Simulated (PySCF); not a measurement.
Working out the ionisation energy of Co⁺

Co⁺ [Ar] 3d8 (3F) → Co²⁺ [Ar] 3d7 (4F). Calculation: PySCF 2.14, in cc-pVTZ (7s6p4d2f1g, 68 functions); the non-relativistic Hamiltonian (point nucleus). Frozen: [Ar]. Energies in hartree (1 hartree = 27.21139 eV):

```csv
part,Co⁺ (lower),Co²⁺ (upper)
UHF,-1381.136659,-1380.609815
MP2 opposite-spin,-0.175388,-0.104652
MP2 same-spin,-0.105873,-0.078984
```

**Question.** What does Hartree-Fock give?

**Answer.** (-1380.609815) − (-1381.136659) = 0.526844 hartree = 14.336 eV.

**Question.** What do MP2 and SCS-MP2 (6/5 opposite-spin, 1/3 same-spin) give?

**Answer.** The opposite-spin parts differ by 1.925 eV and the same-spin parts by 0.732 eV. MP2: 14.336 + (1.925) + (0.732) = 16.993 eV. SCS-MP2: 14.336 + 1.2 × (1.925) + (0.732)/3 = 16.890 eV.

Reference: 17.084 eV (measured; NIST Atomic Spectra Database, ionization energies), between the lowest levels; spin-orbit coupling is absent from the calculation.

The calculation is non-relativistic.

What remains against the reference includes basis incompleteness, the frozen core and correlation beyond second order.
